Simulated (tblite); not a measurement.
C6H7NO.
SMILES with atom numbers: `[CH2:1]=[C:2]([C:3]#[C:4][CH3:5])[C:6]([NH2:7])=[O:8]` (hydrogens: H9, H10 on C1; H11, H12, H13 on C5; H14, H15 on N7)

Computed with GFN2-xTB (tblite), gas phase: Langevin dynamics at 200 K from the optimised GFN2-xTB geometry, time step 0.5 fs, friction 0.01 fs⁻¹, 2000 steps.

Start geometry:
```
atom  x, y, z in Å
C1     -1.016   -2.058    0.491
C2     -0.838   -0.791    0.112
C3      0.434   -0.272   -0.229
C4      1.517    0.170   -0.517
C5      2.824    0.682   -0.857
C6     -2.025    0.125    0.043
N7     -1.742    1.387   -0.356
O8     -3.148   -0.236    0.323
H9     -2.006   -2.400    0.740
H10    -0.201   -2.758    0.557
H11     2.748    1.393   -1.681
H12     3.260    1.186    0.005
H13     3.477   -0.137   -1.156
H14    -0.801    1.662   -0.580
H15    -2.489    2.056   -0.423
```

The statistics below take the 31 frames saved every 25 fs from 250 to 1000 fs; their kinetic temperature (all 3N coordinates) averages 220 K.

Question: How do the bond lengths spread?

Answer: 
| bond | start (Å) | mean (Å) | standard deviation (Å) | shortest (Å) | longest (Å) |
| --- | --- | --- | --- | --- | --- |
| C1=C2 | 1.335 | 1.337 | 0.020 | 1.295 | 1.379 |
| C2–C3 | 1.415 | 1.421 | 0.021 | 1.381 | 1.471 |
| C3≡C4 | 1.204 | 1.206 | 0.009 | 1.183 | 1.222 |
| C4–C5 | 1.444 | 1.449 | 0.026 | 1.405 | 1.498 |
| C2–C6 | 1.501 | 1.495 | 0.026 | 1.453 | 1.567 |
| C6–N7 | 1.353 | 1.366 | 0.020 | 1.321 | 1.396 |
| C6=O8 | 1.212 | 1.213 | 0.012 | 1.188 | 1.248 |
| C1–H9 | 1.077 | 1.080 | 0.022 | 1.030 | 1.121 |
| C1–H10 | 1.076 | 1.085 | 0.036 | 1.022 | 1.157 |
| C5–H11 | 1.090 | 1.092 | 0.018 | 1.061 | 1.127 |
| C5–H12 | 1.090 | 1.091 | 0.022 | 1.034 | 1.134 |
| C5–H13 | 1.090 | 1.098 | 0.023 | 1.048 | 1.148 |
| N7–H14 | 1.005 | 1.009 | 0.017 | 0.981 | 1.055 |
| N7–H15 | 1.006 | 1.008 | 0.014 | 0.980 | 1.032 |

Question: Give the same statistics for bond angles, one of each kind among heavy atoms.

Answer: 
| angle | start (°) | mean (°) | standard deviation (°) | smallest (°) | largest (°) |
| --- | --- | --- | --- | --- | --- |
| C1–C2–C3 | 122.5 | 122.9 | 3.2 | 115.5 | 129.0 |
| C1–C2–C6 | 119.1 | 118.9 | 2.4 | 113.9 | 123.4 |
| C3–C2–C6 | 118.5 | 117.9 | 3.3 | 111.6 | 123.8 |
| C2–C3–C4 | 179.9 | 171.3 | 4.1 | 164.3 | 179.1 |
| C3–C4–C5 | 179.2 | 171.5 | 4.3 | 163.4 | 178.4 |
| C2–C6–N7 | 114.6 | 114.4 | 2.4 | 109.9 | 118.0 |
| C2–C6–O8 | 122.8 | 123.3 | 2.4 | 118.3 | 127.4 |
| N7–C6–O8 | 122.6 | 122.2 | 2.6 | 117.1 | 129.6 |

Question: How far does each atom move about its mean position (frames aligned on the start, all atoms weighted alike), and what rms force does it feel?

Answer: 
```csv
atom,rms displacement (Å),rms force (eV/Å)
C1,0.18,1.86
C2,0.11,1.68
C3,0.16,1.30
C4,0.14,1.51
C5,0.13,1.61
C6,0.23,1.37
N7,0.24,1.35
O8,0.67,1.05
H9,0.19,0.83
H10,0.34,1.22
H11,0.55,0.79
H12,0.65,0.79
H13,0.63,0.88
H14,0.55,0.77
H15,0.26,0.65
```

The displacements run from 0.11 to 0.67 Å, the largest at O8.

Question: Follow the torsion C1–C2–C6–N7 through every second one of these frames.

Answer: 
```json
{"t (fs)": "250", "C1–C2–C6–N7 (°)": "-154"}
{"t (fs)": "300", "C1–C2–C6–N7 (°)": "-144"}
{"t (fs)": "350", "C1–C2–C6–N7 (°)": "-151"}
{"t (fs)": "400", "C1–C2–C6–N7 (°)": "-148"}
{"t (fs)": "450", "C1–C2–C6–N7 (°)": "-168"}
{"t (fs)": "500", "C1–C2–C6–N7 (°)": "171"}
{"t (fs)": "550", "C1–C2–C6–N7 (°)": "175"}
{"t (fs)": "600", "C1–C2–C6–N7 (°)": "168"}
{"t (fs)": "650", "C1–C2–C6–N7 (°)": "167"}
{"t (fs)": "700", "C1–C2–C6–N7 (°)": "152"}
{"t (fs)": "750", "C1–C2–C6–N7 (°)": "145"}
{"t (fs)": "800", "C1–C2–C6–N7 (°)": "147"}
{"t (fs)": "850", "C1–C2–C6–N7 (°)": "144"}
{"t (fs)": "900", "C1–C2–C6–N7 (°)": "141"}
{"t (fs)": "950", "C1–C2–C6–N7 (°)": "148"}
{"t (fs)": "1000", "C1–C2–C6–N7 (°)": "158"}
```

Largest departure from the start value over all these frames: C1–C2–C6–N7 40° (start 180°).

Question: How widely does the potential energy scatter, against a harmonic estimate?

Answer: Mean 0.36 eV above the start, standard deviation 0.074 eV, range 0.23 to 0.53 eV. For 39 classical harmonic modes at 200 K the canonical values are 39kT/2 = 0.34 eV and kT·√(39/2) = 0.076 eV.

The run is classical and short, so these are rough statistics of one trajectory.

What follows is the cost of the whole dynamics run. Hardware: Arm Neoverse V1, one thread (shared host). Cost: 11 s, 0.18 GiB resident at most.
